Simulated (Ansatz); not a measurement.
**A family of molecules: the HOMO–LUMO gap**

Gas-phase molecules, one atom swapped for its congeners: SiH(CH3)(NH2); GeH(CH3)(NH2); SnH(CH3)(NH2). All are doublets with charge 0.

Shapes, held fixed at every level: PBE0-D4/def2-TZVP. Flexible molecules stand in one conformer, not always the lowest. Programs: Ansatz 0.2.0. Values in eV.

```tsv
level	SiH(CH3)(NH2)	GeH(CH3)(NH2)	SnH(CH3)(NH2)
r2SCAN-D4/def2-TZVPP	2.37	1.88	1.55
B3LYP-D4/def2-TZVPP	2.95	2.58	2.24
BHLYP-D4/def2-TZVPP	5.37	5.03	4.49
PBE0-D4/def2-TZVPP	3.63	3.24	2.83
wB97X-V/def2-TZVPP	7.50	7.24	6.72
wB97M-V/def2-TZVPP	6.96	7.00	6.52
```

At wB97M-V/def2-TZVPP the HOMO–LUMO gap isn't monotonic: it is largest for Ge and smallest for Sn (7.00 and 6.52 eV). 1 of 6 levels show this order throughout; 1 agree on the largest and the smallest. The two largest values are nearly level. Open shells run unrestricted. For atoms past krypton def2 sets carry core potentials with scalar relativity. Relativity is left out for Ge. Orbital gaps aren't excitation energies, and the LUMO depends on the basis.
